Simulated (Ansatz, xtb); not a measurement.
**Relative energy of two conformers of C3H4F4**

We compare I, `FCCC(F)(F)F`, a singlet, with II, `FCCC(F)(F)F`, a singlet. Both are isolated molecules in the gas phase, relaxed with PBE0-D4/def2-SVP.

I (Å):

```json
{"atom": "C", "x (Å)": "-3.1860", "y (Å)": "0.5616", "z (Å)": "0.4059"}
{"atom": "C", "x (Å)": "-2.2889", "y (Å)": "1.5088", "z (Å)": "-0.3574"}
{"atom": "C", "x (Å)": "-2.1853", "y (Å)": "1.2118", "z (Å)": "-1.8329"}
{"atom": "F", "x (Å)": "-2.6551", "y (Å)": "-0.6986", "z (Å)": "0.4294"}
{"atom": "F", "x (Å)": "-1.4741", "y (Å)": "2.1575", "z (Å)": "-2.4553"}
{"atom": "F", "x (Å)": "-3.3958", "y (Å)": "1.1794", "z (Å)": "-2.4067"}
{"atom": "F", "x (Å)": "-1.5970", "y (Å)": "0.0422", "z (Å)": "-2.0750"}
{"atom": "H", "x (Å)": "-4.1846", "y (Å)": "0.5171", "z (Å)": "-0.0605"}
{"atom": "H", "x (Å)": "-3.3011", "y (Å)": "0.9189", "z (Å)": "1.4429"}
{"atom": "H", "x (Å)": "-1.2717", "y (Å)": "1.4945", "z (Å)": "0.0612"}
{"atom": "H", "x (Å)": "-2.6761", "y (Å)": "2.5342", "z (Å)": "-0.2607"}
```

II (Å):

```csv
atom,x (Å),y (Å),z (Å)
C,-1.6642,-0.5839,0.2232
C,-0.8253,0.3207,-0.6557
C,-0.6091,-0.2383,-2.0353
F,-1.8034,-0.0064,1.4557
F,0.1283,0.5821,-2.7836
F,-1.7701,-0.4329,-2.6738
F,0.0192,-1.4202,-1.9933
H,-1.1816,-1.5684,0.3392
H,-2.6631,-0.7366,-0.2179
H,-1.3106,1.3021,-0.7602
H,0.1615,0.4815,-0.1974
```

Question: Which of the two would you expect CCSD(T)/def2-SVP + ΔMP2/def2-TZVPP electronic energies to favour?

Answer: Too close to call at this level: CCSD(T)/def2-SVP + ΔMP2/def2-TZVPP gives E(II) − E(I) = −0.44 kcal/mol.

How the difference moves with the method:

| level | geometry | E(II) − E(I) (kcal/mol) | departure from the last row (kcal/mol) | job, with rough time for the two |
| --- | --- | --- | --- | --- |
| PBE0-D4/def2-SVP | PBE0-D4/def2-SVP | −0.14 | +0.31 | optimisation, 33 s |
| HF/def2-SVP | PBE0-D4/def2-SVP | −0.32 | +0.12 | part of the CCSD(T) run |
| MP2/def2-SVP | PBE0-D4/def2-SVP | −0.18 | +0.26 | part of the CCSD(T) run |
| CCSD(T)/def2-SVP | PBE0-D4/def2-SVP | −0.21 | +0.24 | single point |
| CCSD(T)/def2-SVP + ΔMP2/def2-TZVPP | PBE0-D4/def2-SVP | −0.44 |  | single point, 89 s |

The largest departure from CCSD(T)/def2-SVP + ΔMP2/def2-TZVPP is that of PBE0-D4/def2-SVP, 0.31 kcal/mol. Levels run at GFN2-xTB geometries aren't shown. The last row adds to CCSD(T) the change of the MP2 difference between the two basis sets, here −0.24 kcal/mol.

With thermal terms from frequencies at re-optimised GFN2-xTB minima (ideal gas, soft modes damped towards free rotors, one conformer each, 298.15 K, 1 atm): on the last row, ΔE + ΔZPE = −0.45, ΔH = −0.42, ΔG = −0.63 kcal/mol.

The correlated steps freeze 7 core orbitals. Programs: Ansatz 0.2.0, xtb 6.7.1; the last row on 2 threads of Arm Neoverse V2 on a shared host.
